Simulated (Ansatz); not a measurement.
Ansatz (a first-principles code) input:

Ansatz 0.2 input:
```yaml
crystal:
  periodic: [false, false, false]
  atoms:
    - {symbol: C, position_ang: [0.02588439, 0.01144456, -1.23030756]}
    - {symbol: C, position_ang: [0.01695385, 0.00512397, 0.11335967]}
    - {symbol: C, position_ang: [0.11826473, 0.03420598, 1.38645749]}
    - {symbol: H, position_ang: [-0.96661781, -0.30464710, -1.61705762]}
basis:
  gaussian:
    orbitals: def2-TZVP
hamiltonian:
  xc: {name: HF}
total_charge: -1
relax: {f_tol: 0.003, max_steps: 100}
```

**Question.** Predict the final energy.

**Answer.** -114.03768 Eh (HF/def2-TZVP). The basis has 99 functions.

It need not be the lowest isomer of its formula.
